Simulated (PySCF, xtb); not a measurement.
ethenyl(ethynyl)silane (C4H6Si), SMILES C#C[SiH2]C=C.

xtb with GFN2-xTB at its own geometry gives an orbital gap of 4.44 eV and a dipole moment of 0.22 D.

Geometry optimised at PBE0-D3(BJ)/def2-SVP. One conformer was computed; it need not be the lowest.

Q: What does B3LYP/def2-TZVP (PySCF) give? (An estimate is asked for; the answer gives what the named calculation found.)

A: gap 6.89 eV (levels -7.78 and -0.89 eV), dipole 0.75 D.
